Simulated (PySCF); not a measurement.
# Electronic structure of Co²⁺ (cobalt, charge +2) at the UHF level

Configuration: [Ar] 3d7, high-spin 4F determinant. All numbers are calculated (PySCF 2.14, the spin-free X2C one-electron Hamiltonian (Gaussian nucleus), in x2c-TZVPPall (6s5p4d2f1g, 64 functions)).

| Item | Value |
| --- | --- |
| Total energy | -1391.045047 hartree |
| One-electron energy | -1908.8112 hartree |
| Hartree (Coulomb) energy | 576.1231 hartree |
| Exchange energy | -58.3570 hartree |
| ⟨S²⟩ | 3.7540 |
| ⟨L²⟩ | 12.027 |
| Sum of ⟨r⟩ | 15.42 bohr |
| Sum of ⟨r²⟩ | 15.60 bohr² |
| Langevin diamagnetic susceptibility | -12.4 ×10⁻⁶ cm³/mol |

| shell | electrons | mean orbital energy (hartree) | spread (hartree) | rms radius, mean of both spins (bohr) |
| --- | --- | --- | --- | --- |
| 1s α | 1 | -286.48379 | 0 | 0.0649 |
| 1s β | 1 | -286.48180 | 0 | 0.0649 |
| 2s α | 1 | -36.20260 | 0 | 0.276 |
| 2s β | 1 | -36.10201 | 0 | 0.276 |
| 2p α | 3 | -30.97451 | 0 | 0.249 |
| 2p β | 3 | -30.87430 | 0 | 0.249 |
| 3s α | 1 | -5.44840 | 0 | 0.832 |
| 3s β | 1 | -5.16600 | 0 | 0.832 |
| 3p α | 3 | -3.89163 | 0 | 0.889 |
| 3p β | 3 | -3.55130 | 0 | 0.889 |
| 3d α | 5 | -1.39831 | 0.05345 | 1.13 |
| 3d β | 2 | -1.26380 | 0 | 1.13 |

Densities and radii are taken from the X2C orbitals without a picture-change correction, which distorts them close to the nucleus.

Spin-orbit constants ζ (cm⁻¹) from the X2C one-electron operator on these orbitals: bare nucleus, nucleus screened by l(l+1)(2l+1)/3 electrons, and screened by the Breit-Pauli mean field of the electrons.

```csv
shell,bare,screened nucleus,mean field
2p,83500,77310,74470
3p,10300,9536,9126
3d,958.4,603.4,543.5
```

To first order the Landé constant is A = -181.2 cm⁻¹, so the lowest level has J = 9/2 and lies 0.101 eV below the centre of the term. This holds in LS coupling only.
